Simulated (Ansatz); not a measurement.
Consider the hydrogenolysis of the Si–S bond: `F[Si](S)(S)S` + H₂ → `F[SiH](S)S` + H₂S.

Isolated molecules relaxed with PBE0-D4/def2-TZVP in Ansatz; ΔE leaves out vibrations. CBS: MP2 limit from def2 TZ/QZ plus the TZ coupled-cluster correction, frozen cores. This one scheme is used for every species. Functionals use def2-TZVPP. HSE06 is defined as in plane-wave codes. Each species was taken in one conformer, which may not be the lowest.

(1) Is it downhill or uphill in electronic energy at CCSD(T)/CBS, and by how much? (Estimate.)

(2) What do these levels give: revPBE-D4, r2SCANh-D4, HSE06-D4, CAM-B3LYP-D4, BLYP, r2SCAN, r2SCAN0, CCSD(T)/def2-SVP, SCS-MP2/def2-TZVPP, CCSD/def2-TZVPP, SCS-MP2/def2-QZVPP, CCSD/CBS(def2)? (Best estimate.)

Largest T1 diagnostic among the species: 0.012.

Results:

(1) Ansatz gave: Uphill: ΔE = +11.1 kcal/mol.

(2) Ansatz gave: revPBE-D4 14.4, r2SCANh-D4 12.3, HSE06-D4 11.9, CAM-B3LYP-D4 9.6, BLYP 7.8, r2SCAN 12.1, r2SCAN0 11.2, CCSD(T)/def2-SVP 7.0, SCS-MP2/def2-TZVPP 10.2, CCSD/def2-TZVPP 8.4, SCS-MP2/def2-QZVPP 10.8, CCSD/CBS(def2) 9.6 kcal/mol.

From BLYP to BHLYP (50 % exact exchange), in def2-TZVPP and without D4, ΔE moves by −0.8 kcal/mol. The D4 term adds +3.6 kcal/mol with B3LYP and +1.9 kcal/mol with PBE0; it sums over pairs of atoms, weighted by their polarisabilities, and B3LYP, whose exchange is more repulsive, gets the larger term. In def2-TZVPP, CCSD(T) changes the Hartree–Fock value by +5.6 kcal/mol (the triples alone add +1.5 kcal/mol) and MP2 by +8.2 kcal/mol.

B3LYP here is the variant with VWN-RPA as its local correlation; programs differ in this.
